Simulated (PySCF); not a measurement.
# A bond scan of ClGeHO

Calculated results; nothing here was measured. The program is PySCF 2.14.0, an open-source quantum chemistry code, run on an isolated molecule that a program drew, which may never have been made. The molecule is ClGeHO (charge 0, singlet), drawn as the SMILES string `[OH][Ge][Cl]`.

The structure below is the HF double-zeta minimum with every atom moved a little at random, so it isn't optimised. Bond Ge2-Cl3 is then set to each length in the table by shifting atom 3 along it, with nothing else relaxed.
```xyz
4
ClGeHO, angstrom
O     0.5042    1.1829    1.3848
Ge   -0.9831    0.9049    0.4815
Cl   -2.4140    0.9232    2.1494
H     1.2923    1.2365    0.8459
```

E is the energy above the same method's energy at the HF double-zeta minimum. IE is the energy to remove one electron at fixed geometry, to the doublet state of charge +1, as a difference of total energies. The basis family is cc-pV(n+d)Z, with UHF for radicals and no spin-orbit coupling. Best is HF at quadruple zeta, plus MP2 correlation extrapolated from triple and quadruple zeta, plus CCSD(T) minus MP2 at triple zeta, with a frozen core. The other columns are at triple zeta. Germanium has the cc-pVnZ-PP basis, with a core potential (ECP10MDF) in place of its 10 inner electrons, and its 3s, 3p and 3d shells are frozen in MP2 and coupled-cluster steps.

```
bond (Å),E B3LYP (kcal/mol),E PBE (kcal/mol),E CCSD(T) (kcal/mol),E best (kcal/mol),IE B3LYP (eV),IE PBE (eV),IE CCSD(T) (eV),IE best (eV),T1
2.0717,3.72,3.72,3.00,2.92,9.848,9.597,9.750,9.937,0.015
2.1227,1.53,1.53,1.06,1.07,9.926,9.673,9.836,10.026,0.015
2.1977,0.19,0.19,0.19,0.28,10.023,9.768,9.947,10.144,0.015
2.2237,0.14,0.14,0.33,0.43,10.051,9.795,9.980,10.180,0.015
2.7217,?,?,?,?,?,?,?,?,?
2.7897,22.11,21.84,26.47,26.27,9.696,9.657,9.474,9.758,0.019
```

T1 is the CCSD diagnostic of the starting molecule.

**Estimate the best E and IE at 2.7217 Å from the other rows.**

A least-squares cubic in the inverse of the bond length through the other values of E best gives 22.39 kcal/mol there. A least-squares quadratic in the bond length through IE best gives 9.919 eV. The calculation gives 22.32 kcal/mol and 9.918 eV, so the fits miss by 0.07 kcal/mol and 0.001 eV. The same recipe one zeta lower moves these two values by 0.22 kcal/mol and 0.11 eV, a gauge of their own error. The rest of the row: E is 18.57 (B3LYP), 18.35 (PBE), 22.46 (CCSD(T)); IE is 9.822 (B3LYP), 9.740 (PBE), 9.638 (CCSD(T)); T1 is 0.018.
